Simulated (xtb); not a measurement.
Input for xtb: GFN-FF on HCl (SMILES Cl).

```
$ xtb mol.xyz --gfnff --sp --chrg 0 --uhf 0
2

Cl    -0.00000000    -0.00000000     0.64100645
H      0.00000000     0.00000000    -0.64100645
```

Output:

```
[...]
           -------------------------------------------------
          |                Calculation Setup                |
           -------------------------------------------------



          ==================== Thresholds ====================
          CN  :   150.00000
          rep :   500.00000
          disp:  2500.00000
          HB1 :   250.00000
          HB2 :   450.00000

          Pauling EN used:
          Z : 1  EN :  2.20
          Z :17  EN :  3.16
          electric field strengths (au): 0.000

           -------------------------------------------------
          |           Force Field Initialization            |
           -------------------------------------------------

          distances ...
          ----------------------------------------
          generating topology and atomic info file ...
          pair mat ...
          computing topology distances matrix with Floyd-Warshall algo ...
          making topology EEQ charges ...
          #fragments for EEQ constrain: 1
          ----------------------------------------
          generating topology and atomic info file ...
          pair mat ...
          computing topology distances matrix with Floyd-Warshall algo ...
          making topology EEQ charges ...
          #fragments for EEQ constrain: 1
          rings ...
          # BATM   0
          # H in HB   1

  atom   neighbors  erfCN metchar sp-hybrid imet pi  qest     coordinates
    1  Cl      1    0.98   0.00         0    0    0  -0.118   -0.000000   -0.000000    1.211327
    2  H       1    0.98   0.00         0    0    0   0.118    0.000000    0.000000   -1.211327

          #atoms :   2
          #bonds :   1
          #angl  :   0
          #tors  :   0
          #nmol  :   1
          #optfrag :   1
           -------------------------------------------------
          |                   G F N - F F                   |
          |          A general generic force-field          |
          |                  Version 1.0.3                  |
           -------------------------------------------------
          Number of HB bonds (bound hydrogen)     0
          Number of HB bonds (unbound hydrogen)   0
          Number of XB bonds                      0

 E+G (total)                   0 d,  0 h,  0 min,  0.000 sec
 distance/D3 list               ...        0 min,  0.000 sec (  0.964%)
 non bonded repulsion           ...        0 min,  0.000 sec ( 10.479%)
 dCN                            ...        0 min,  0.000 sec (  1.313%)
 EEQ energy and q               ...        0 min,  0.000 sec ( 13.009%)
 D3                             ...        0 min,  0.000 sec ( 39.218%)
 EEQ gradient                   ...        0 min,  0.000 sec ( 10.126%)
 bonds                          ...        0 min,  0.000 sec (  4.918%)
 bend and torsion               ...        0 min,  0.000 sec (  0.696%)
 bonded ATM                     ...        0 min,  0.000 sec (  0.564%)
 HB/XB (incl list setup)        ...        0 min,  0.000 sec (  9.999%)

         :::::::::::::::::::::::::::::::::::::::::::::::::::::
         ::                     SUMMARY                     ::
         :::::::::::::::::::::::::::::::::::::::::::::::::::::
         :: total energy              -0.094666764418 Eh    ::
         :: gradient norm              0.016146612908 Eh/a0 ::
         ::.................................................::
         :: bond energy               -0.094894680135 Eh    ::
         :: angle energy               0.000000000000 Eh    ::
         :: torsion energy             0.000000000000 Eh    ::
         :: repulsion energy           0.006016023898 Eh    ::
         :: electrostat energy        -0.005647689032 Eh    ::
Note: The following floating-point exceptions are signalling: IEEE_UNDERFLOW_FLAG IEEE_DENORMAL
normal termination of xtb
         :: dispersion energy         -0.000140419149 Eh    ::
         :: HB energy                  0.000000000000 Eh    ::
         :: XB energy                  0.000000000000 Eh    ::
         :: bonded atm energy          0.000000000000 Eh    ::
         :: external energy            0.000000000000 Eh    ::
         :: add. restraining           0.000000000000 Eh    ::
         :: total charge               0.000000000000 e     ::
         :::::::::::::::::::::::::::::::::::::::::::::::::::::

           -------------------------------------------------
          |                Property Printout                |
           -------------------------------------------------

molecular dipole:
                 x           y           z       tot (Debye)
 q only:        0.000       0.000      -0.341       0.868

           -------------------------------------------------
          | TOTAL ENERGY               -0.094666764418 Eh   |
          | GRADIENT NORM               0.016146612908 Eh/α |
           -------------------------------------------------
########################################################################
[WARNING] Runtime exception occurred
-1- gfnff_setup: Could not read topology file.
########################################################################

------------------------------------------------------------------------
------------------------------------------------------------------------
 total:
 SCF:
```

The run finished.

Cost: very roughly 0.04 core-seconds.
